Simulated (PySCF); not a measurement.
# Radial density of Cu(3+) (copper, charge +3)

revPBE, [Ar] 3d8, high-spin 3F determinant. Computed with PySCF 2.14 in def2-QZVPPD (11s6p5d4f2g, 100 functions), with no relativity, point nucleus.

| r (bohr) | 4πr²ρ (e/bohr) | 4πr²(ρα − ρβ) |
| --- | --- | --- |
| 0.000959 | 0.1817 | 0.0000 |
| 0.00161 | 0.4949 | 0.0000 |
| 0.00271 | 1.314 | 0.0000 |
| 0.00456 | 3.338 | -0.0001 |
| 0.00767 | 7.887 | -0.0003 |
| 0.0129 | 16.49 | -0.0005 |
| 0.0217 | 28.18 | -0.0007 |
| 0.0365 | 34.99 | 0.0000 |
| 0.0614 | 29.89 | 0.0047 |
| 0.103 | 30.64 | 0.0339 |
| 0.174 | 39.88 | 0.2327 |
| 0.292 | 22.52 | 1.0416 |
| 0.492 | 20.48 | 2.2562 |
| 0.827 | 16.97 | 1.8923 |
| 1.39 | 3.379 | 0.5268 |
| 2.34 | 0.2110 | 0.0381 |
| 3.93 | 0.001190 | 0.0001 |
